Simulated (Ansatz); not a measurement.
Li₆O₂, relaxed as a singlet with RKS PBE0-D4/def2-TZVP in Ansatz, starting from the GFN1-xTB geometry. Force threshold 0.02 eV/Å.

The restricted singlet is unstable towards broken spin symmetry at other levels; at PBE0-D4/def2-TZVP this wasn't settled. The structure comes from a short search, and lower isomers may exist.

Start:

```xyz
8

Li   -0.2625    1.8457    0.4246
Li   -1.7334   -0.0300   -0.8064
Li    2.6566    2.1693    0.0137
Li   -0.7608   -3.0205   -0.5124
Li    0.7474   -0.3243   -0.2637
Li   -1.2518   -0.4866    1.3294
O    -0.7296   -1.4588   -0.1667
O     1.3340    1.3052   -0.0187
```

```json
{"step": "1", "energy (eV)": "-5321.2339", "largest force component (eV/Å)": "1.907", "SCF passes": "20"}
{"step": "2", "energy (eV)": "-5321.5561", "largest force component (eV/Å)": "1.360", "SCF passes": "23"}
{"step": "3", "energy (eV)": "-5321.6916", "largest force component (eV/Å)": "0.445", "SCF passes": "22"}
{"step": "4", "energy (eV)": "-5321.7025", "largest force component (eV/Å)": "0.198", "SCF passes": "23"}
{"step": "5", "energy (eV)": "-5321.7158", "largest force component (eV/Å)": "0.110", "SCF passes": "23"}
{"step": "6", "energy (eV)": "-5321.7182", "largest force component (eV/Å)": "0.028", "SCF passes": "23"}
{"step": "7", "energy (eV)": "-5321.7186", "largest force component (eV/Å)": "0.005", "SCF passes": "24"}
```

Force components are those of the run's own axes.

End:

```csv
atom,x (Å),y (Å),z (Å)
Li1,-0.200,1.980,0.454
Li2,-1.872,-0.301,-1.025
Li3,2.796,2.123,-0.066
Li4,-0.861,-2.891,-0.458
Li5,0.826,-0.251,-0.243
Li6,-1.333,-0.829,1.440
O7,-0.694,-1.229,-0.133
O8,1.337,1.398,0.031
```

By distances, no bond broke or formed, bridged metal pairs apart. The bond that changes most is Li1–Li2, from 2.68 to 3.19 Å (atoms count from 1). Metal–metal contacts that move far: Li1–Li2 2.68 to 3.19 Å.

No frequencies were taken in this run, so the end may be a saddle point.

It took 8.5 s on 4 threads of Arm Neoverse V2 on a shared host.
